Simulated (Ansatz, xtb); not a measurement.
## Two structures of GaGeH7Si

We compare a, `[SiH3][GaH][GeH3]`, a singlet, with b, a singlet given by its coordinates. Both are isolated molecules in the gas phase, relaxed with B3LYP/6-31G*.

a (Å):

```xyz
10

Ga   -0.6140   -0.2015   -0.4131
Ge   -1.2104   -0.3529    1.9902
Si   -1.4943    1.5074   -1.9159
H    -2.8242    2.0201   -1.4809
H    -0.5511    2.6653   -1.9256
H    -1.6228    1.0207   -3.3191
H     0.4068   -1.2804   -0.9803
H    -2.2559   -1.4822    2.2021
H    -1.8392    0.9460    2.5561
H     0.0084   -0.7047    2.8825
```

b (Å):

```yaml
atoms:
  - { symbol: Ga, position_ang: [-1.8513, -0.2624, 1.0279] }
  - { symbol: Ge, position_ang: [0.6487, -0.0352, -0.1398] }
  - { symbol: Si, position_ang: [-1.2181, 1.4962, -0.9054] }
  - { symbol: H, position_ang: [-2.6973, 1.2502, -0.6777] }
  - { symbol: H, position_ang: [-0.9839, 2.8884, -0.4485] }
  - { symbol: H, position_ang: [-1.0520, 1.3775, -2.3779] }
  - { symbol: H, position_ang: [0.0255, -1.3015, -0.8827] }
  - { symbol: H, position_ang: [-2.6548, -1.5171, 0.5542] }
  - { symbol: H, position_ang: [-2.2462, 0.7850, 2.1302] }
  - { symbol: H, position_ang: [-0.0586, -0.5148, 1.3236] }
```

Close contacts (Å): Ga1–Ge2 2.77, Ga1–Si3 2.69, Ge2–Si3 2.53, Ga1–H8 1.56, Ga1–H9 1.57, Ga1–H10 1.83, Ge2–H7 1.59, Ge2–H10 1.69, Si3–H4 1.52, Si3–H5 1.48, Si3–H6 1.49.

Task: Estimate E(b) − E(a) at the level CCSD(T)/def2-SVP + ΔMP2/def2-TZVPP.

Result: Calculated at CCSD(T)/def2-SVP + ΔMP2/def2-TZVPP: E(b) − E(a) = +16.3 kcal/mol, so structure a lies lower.

How the difference moves with the method:

```
                             level      geometry  E(b) − E(a) (kcal/mol)  departure from the last row (kcal/mol)  job, with rough time for the two
                      B3LYP/6-31G*  B3LYP/6-31G*                     +17.4                                    +1.1             optimisation, 3.5 min
                       HF/def2-SVP  B3LYP/6-31G*                     +31.2                                   +14.9           part of the CCSD(T) run
                      MP2/def2-SVP  B3LYP/6-31G*                     +20.8                                    +4.5           part of the CCSD(T) run
                  CCSD(T)/def2-SVP  B3LYP/6-31G*                     +20.0                                    +3.7                      single point
CCSD(T)/def2-SVP + ΔMP2/def2-TZVPP  B3LYP/6-31G*                     +16.3                                                        single point, 42 s
```

None of the levels shown reverses the order. The largest departure from CCSD(T)/def2-SVP + ΔMP2/def2-TZVPP is that of HF/def2-SVP, 14.9 kcal/mol. Levels run at GFN2-xTB geometries aren't shown. The last row adds to CCSD(T) the change of the MP2 difference between the two basis sets, here −3.7 kcal/mol, a large step that makes the value less sure.

With harmonic frequencies from B3LYP/6-31G* (ideal gas, rigid rotor, one conformer each, 200 K, 1 atm): on the last row, ΔE + ΔZPE = +16.0 kcal/mol. A mode under 50 cm⁻¹ makes harmonic enthalpies and free energies unreliable, so none is given.

The correlated steps freeze 23 core orbitals; the filled d shell of Ga and Ge is correlated, in a basis made for valence electrons. Run with Ansatz 0.2.0; the last row on 2 threads of Arm Neoverse V1 on a shared host.
